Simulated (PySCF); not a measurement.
Species: C₇H₈.
Atom-mapped SMILES: `[CH3:1][C@@:2]12[CH:3]=[CH:4][C@H:5]3[C@@H:6]1[C@@H:7]23` (hydrogens: H8, H9, H10 on C1; H11 on C3; H12 on C4; H13 on C5; H14 on C6; H15 on C7)

Cartesian coordinates in Å at the PBE0-D3(BJ)/def2-SVP level; atoms count from 1:
```xyz
15
C7H8 angstrom
C      1.8773    0.6473   -0.2231
C      0.4371    0.2748   -0.0235
C     -0.5007    1.0820    0.8451
C     -1.6843    0.4598    0.7869
C     -1.4614   -0.7237   -0.1168
C     -0.3871   -0.3726   -1.1276
C     -0.0205   -1.1765    0.0151
H      2.4183    0.6608    0.7357
H      1.9680    1.6482   -0.6727
H      2.3854   -0.0679   -0.8870
H     -0.2288    1.9846    1.3925
H     -2.6227    0.7235    1.2734
H     -2.2433   -1.4431   -0.3717
H     -0.2768   -0.4801   -2.2076
H      0.4792   -2.1370    0.1480
```

Computed with PySCF at PBE0/pcSseg-1 and B3LYP/def2-SVPD, non-relativistic, on one gas-phase PBE0-D3(BJ)/def2-SVP geometry that isn't relaxed in the solvent. The solvent is an IEF-PCM continuum (cavity from Bondi-type radii × 1.2). Specific hydrogen bonds and non-electrostatic terms are outside this model.

Gas phase at PBE0/pcSseg-1: HOMO -6.23 eV, LUMO 0.30 eV, dipole 0.99 D.

What does the continuum do to the energy, the frontier levels and the dipole at PBE0/pcSseg-1 in chloroform and acetonitrile?

```tsv
solvent	ε	E(solvent) − E(gas) (kJ/mol)	polarisation term (kJ/mol)	distortion of the solute (kJ/mol)	HOMO (eV)	LUMO (eV)	dipole (D)
chloroform	4.711	-8.43	-9.09	0.66	-6.30	0.23	1.23
acetonitrile	35.69	-12.04	-13.43	1.39	-6.35	0.18	1.34
```

The first energy column is the sum of the next two and covers electrostatics alone. From chloroform to acetonitrile the lowering changes by a factor 1.43, Onsager's factor (ε − 1)/(2ε + 1) by 1.35 and ε itself by 7.6.

Give the dipole vector in the frame of the coordinates (D, pointing from negative to positive charge), gas and acetonitrile.

Gas (0.58, -0.56, -0.58), solvent (0.78, -0.76, -0.79). Its length changes by +36 % and its direction by less than 1°.

Which Hirshfeld charges (PBE0/pcSseg-1) respond most in acetonitrile (means over atoms taken as equivalent)?

```
    atoms                    environment  gas (e)  solvent (e)  change
       C4               alkene CH carbon   -0.068       -0.079  -0.011
       C3               alkene CH carbon   -0.070       -0.079  -0.009
  H14/H15               methine hydrogen   +0.058       +0.064  +0.006
      H13               methine hydrogen   +0.050       +0.055  +0.005
       C5  sp3 carbon at a ring junction   -0.040       -0.044  -0.004
       C2  sp3 carbon at a ring junction   +0.015       +0.012  -0.003
      H11               vinylic hydrogen   +0.049       +0.052  +0.003
H8/H9/H10                methyl hydrogen   +0.043       +0.046  +0.003
```

Gas phase at B3LYP/def2-SVPD: HOMO -6.04 eV, LUMO -0.04 eV, dipole 0.94 D.

What does the continuum do to the energy, the frontier levels and the dipole at B3LYP/def2-SVPD in chloroform and acetonitrile?

| solvent | ε | E(solvent) − E(gas) (kJ/mol) | polarisation term (kJ/mol) | distortion of the solute (kJ/mol) | HOMO (eV) | LUMO (eV) | dipole (D) |
| --- | --- | --- | --- | --- | --- | --- | --- |
| chloroform | 4.711 | -7.03 | -7.68 | 0.65 | -6.08 | -0.07 | 1.21 |
| acetonitrile | 35.69 | -10.05 | -11.42 | 1.37 | -6.11 | -0.11 | 1.33 |

How does the static polarisability (B3LYP/def2-SVPD, frozen core, with the continuum's full static response) change?

| medium | isotropic (au) | principal values (au) | ⟨r²⟩ of the electrons (bohr²) |
| --- | --- | --- | --- |
| gas | 73.5 | 61.3, 75.4, 83.9 | 611.5 |
| chloroform | 92.0 | 77.7, 94.4, 104.0 | 610.9 |
| acetonitrile | 100.9 | 86.9, 103.2, 112.6 | 610.7 |

The isotropic value in acetonitrile is 1.37 times the gas-phase one; no cavity-field correction is applied. ⟨r²⟩ is taken about the centre of nuclear charge.

Cost: about 50 s of CPU time on one thread; the machine was shared, so the figure is rough. This is the whole shielding run at PBE0/pcSseg-1 in acetonitrile, SCF included.
